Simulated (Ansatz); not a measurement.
Geometry optimisation, RKS PBE-D4/def2-SVP (Ansatz 0.2.0).

input.yaml

```yaml
crystal:
  periodic: [false, false, false]
  atoms:
    - { symbol: "N", position_ang: [0.5312, -2.0954, -0.8768] }
    - { symbol: Si, position_ang: [0.1506, -1.2025, 0.5668] }
    - { symbol: C, position_ang: [-0.2062, 0.7402, 0.1953] }
    - { symbol: O, position_ang: [-1.1657, 0.9911, -0.6961] }
    - { symbol: O, position_ang: [0.9281, 1.3954, -0.408] }
    - { symbol: O, position_ang: [-0.4858, 1.5324, 1.3456] }
    - { symbol: H, position_ang: [1.294, -1.591, -1.3451] }
    - { symbol: H, position_ang: [-0.2741, -1.9099, -1.5181] }
    - { symbol: H, position_ang: [1.3471, -1.3542, 1.4802] }
    - { symbol: H, position_ang: [-1.0451, -1.8275, 1.1913] }
    - { symbol: H, position_ang: [-0.7911, 1.4438, -1.3958] }
    - { symbol: H, position_ang: [1.1955, 2.0448, 0.3234] }
    - { symbol: H, position_ang: [-1.458, 1.7981, 1.152] }
basis:
  gaussian: { orbitals: def2-SVP }
hamiltonian:
  xc: pbe
  dispersion: d4
relax:
  f_tol: 0.02
  max_steps: 50
output:
  orbitals: {}
```

Command:

```bash
$ ansatz run input.yaml --threads 2 --pin off --max-ram 3072MiB --backend cpu --events-out ev --progress --plain --runs-dir out
```

Where does it end, and by what steps?

It converged. After 15 steps the energy has fallen by 0.721 eV; H13 moved furthest, 0.56 Å.

```
step  energy less start (eV)  largest force component (eV/Å)  accepted
   0                  0.0000                           4.652       yes
   1                 -0.5616                           1.363       yes
   2                 -0.6522                           0.499       yes
   3                 -0.6638                           0.496       yes
   4                 -0.6886                           0.061       yes
   5                 -0.6903                           0.093       yes
   6                 -0.6919                           0.039       yes
   7                 -0.6624                           1.541        no
   8                 -0.6962                           0.156       yes
   9                 -0.6979                           0.616       yes
  10                 -0.7148                           0.182       yes
  11                 -0.7158                           0.129       yes
  12                 -0.7193                           0.044       yes
  13                 -0.7203                           0.060       yes
  14                 -0.7195                           0.163        no
  15                 -0.7206                           0.017       yes
```

```xyz
13
Properties=species:S:1:pos:R:3
N 0.547 -2.103 -0.849
Si 0.105 -1.077 0.491
C -0.143 0.810 0.108
O -1.185 0.925 -0.827
O 1.052 1.359 -0.390
O -0.428 1.553 1.292
H 1.477 -1.951 -1.251
H -0.136 -2.178 -1.609
H 1.196 -1.152 1.520
H -1.199 -1.579 1.055
H -1.122 1.833 -1.197
H 1.222 2.149 0.165
H -1.364 1.377 1.507
```

Run time: 46 s on 2 threads of Arm Neoverse V1, with other jobs on the host, peak memory 0.17 GiB.
